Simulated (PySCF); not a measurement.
Compound: C₆H₁₄P (charge +1).
Bonds: C1–P2, P2–C3, P2–C4, P2–C5, C5–C6, C6–C7, C5–C7. Hydrogens: H8, H9, H10 on C1; H11, H12, H13 on C3; H14, H15, H16 on C4; H17 on C5; H18, H19 on C6; H20, H21 on C7.

Level: PBE0/pcSseg-1 and PBE0/def2-SVPD in PySCF, non-relativistic, on one gas-phase PBE0-D3(BJ)/def2-SVP geometry that isn't relaxed in the solvent. The solvent is an IEF-PCM continuum (van der Waals radii × 1.2). The model holds no explicit solvent molecules, cavitation or dispersion.

Gas phase at PBE0/pcSseg-1: HOMO -13.16 eV, LUMO -3.22 eV.

Task: What does the continuum do to the energy and the frontier levels at PBE0/pcSseg-1 in methanol and water?

Result: 
| solvent | ε | E(solvent) − E(gas) (kJ/mol) | polarisation term (kJ/mol) | distortion of the solute (kJ/mol) | HOMO (eV) | LUMO (eV) |
| --- | --- | --- | --- | --- | --- | --- |
| methanol | 32.61 | -216.15 | -219.40 | 3.25 | -9.17 | 0.90 |
| water | 78.36 | -220.34 | -223.82 | 3.48 | -9.10 | 0.98 |

Polarisation term: ½ Σ q·V over the induced surface charges. Distortion: the rise of the solute's own energy as its density leaves the gas-phase optimum. From methanol to water the lowering changes by a factor 1.02, Born's factor 1 − 1/ε by 1.02 and ε itself by 2.4.

Task: Which radius a makes Born's formula ΔE = −(q²/2a)(1 − 1/ε) give the value in water?

Result: a = q²(1 − 1/ε)/(2|ΔE|) = 3.11 Å, with q = +1 e and |ΔE| = 0.0839 Eh; the farthest nucleus lies 3.20 Å from the centroid of the nuclei. The formula assumes a point charge at the centre of a sphere.

Task: Which Hirshfeld charges (PBE0/pcSseg-1) respond most in methanol (means over atoms taken as equivalent)?

Result: 
| atoms | environment | gas (e) | solvent (e) | change |
| --- | --- | --- | --- | --- |
| P2 | phosphonium phosphorus | +0.485 | +0.506 | +0.021 |
| H19/H20 | methylene hydrogen | +0.078 | +0.068 | -0.010 |
| C6/C7 | three-membered-ring carbon | -0.057 | -0.065 | -0.008 |
| C5 | sp3 carbon bound to phosphorus | -0.076 | -0.069 | +0.007 |
| H17 | methine hydrogen | +0.073 | +0.078 | +0.005 |
| C1/C3/C4 | sp3 carbon bound to phosphorus | -0.125 | -0.124 | +0.001 |
| H18/H21 | methylene hydrogen | +0.062 | +0.064 | +0.002 |
| H8 (×9) | methyl hydrogen | +0.081 | +0.080 | -0.001 |

Gas phase at PBE0/def2-SVPD: HOMO -13.13 eV, LUMO -3.41 eV.

Task: What does the continuum do to the energy and the frontier levels at PBE0/def2-SVPD in methanol?

Result: 
| solvent | ε | E(solvent) − E(gas) (kJ/mol) | polarisation term (kJ/mol) | distortion of the solute (kJ/mol) | HOMO (eV) | LUMO (eV) |
| --- | --- | --- | --- | --- | --- | --- |
| methanol | 32.61 | -215.39 | -219.33 | 3.94 | -9.15 | 0.51 |

Task: How does the static polarisability (PBE0/def2-SVPD, frozen core, with the continuum's full static response) change?

Result: 
```
  medium  isotropic (au)  principal values (au)  ⟨r²⟩ of the electrons (bohr²)
     gas            86.6       80.4, 84.0, 95.5                         1005.4
methanol           119.0    112.5, 117.4, 127.1                         1008.1
```

The isotropic value in methanol is 1.37 times the gas-phase one; no cavity-field correction is applied. ⟨r²⟩ is taken about the centre of nuclear charge.

Conformer computed: `[CH3:1][P+:2]([CH3:3])([CH3:4])[CH:5]1[CH2:6][CH2:7]1`: C1–P2–C5–C6 -36°.
